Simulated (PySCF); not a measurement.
Computed IR spectrum (relative IR intensity) of a molecule CH5FOSi2. Geometry: B3LYP-D3(BJ)/def2-SVP. Other conformers were not sampled. Computed with B3LYP-D3(BJ)/def2-SVP (PySCF 2.14.0). Frequencies are harmonic and unscaled.

Lines under 2 % of the strongest are left out, and lines within 2 cm⁻¹ are merged.

ν (cm⁻¹): 73 (w), 172 (vw), 226 (vw), 391 (vw), 429 (w), 488 (w), 614 (w), 670 (w), 699 (m), 748 (s), 771 (m), 828 (vw), 851 (vs), 907 (vs), 978 (vs), 1020 (m), 2212 (vs), 2215 (m), 2223 (vs), 3021 (m), 3076 (w) (against the strongest line: vs over 80 %, s over 45 %, m over 15 %, w over 4 %, vw less)

Task: Pick the molecule that these values belong to.
A. FC1[SiH2]O[SiH2]1
B. F[Si@H]1CO[SiH2]1
C. O=C[Si@H](F)[SiH3]
D. O=C[SiH2][SiH2]F

Result: B, F[Si@H]1CO[SiH2]1
